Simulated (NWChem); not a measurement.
Molecule: CH6BFN2; SMILES NB(N)CF

```xyz
11

N      0.7334    -1.7697    -0.0034
B     -0.0128    -0.5667     0.0007
N     -1.4190    -0.5145     0.0017
C      0.7577     0.8320     0.0061
F     -0.1301     1.8977    -0.0036
H      1.7423    -1.7906    -0.0044
H      0.3153    -2.6892    -0.0052
H     -2.0381    -1.3116    -0.0016
H     -1.8812     0.3844     0.0028
H      1.4215     0.9271    -0.8736
H      1.4034     0.9287     0.8992
```
Atoms are numbered in this order, from 1.

Computed with NWChem. Pople sets run with spherical d functions. Structure relaxed at the PBE0/def2-SVP level. Atomic charges in e: unrestrained fits to the electrostatic potential beside Mulliken populations; buried atoms are poorly determined by the fit.

### Question
Estimate the computed values for Hartree-Fock/6-31G*. Quantities: ESP N1; Mulliken N1; ESP B2; Mulliken B2; ESP N3; Mulliken N3; ESP C4; Mulliken C4; ESP F5; Mulliken F5; relative RMS misfit of the potential (%).

### Answer
The ESP N1 comes out as -1.10 and the Mulliken N1 is -0.99. The ESP B2 comes out as 0.74 and the Mulliken B2 is 0.73. The ESP N3 is -1.07. The Mulliken N3 comes out as -0.98, the ESP C4 is 0.20 and the Mulliken C4 is -0.05. The ESP F5 is -0.33 and the Mulliken F5 comes out as -0.47. The relative RMS misfit of the potential (%) is 26.
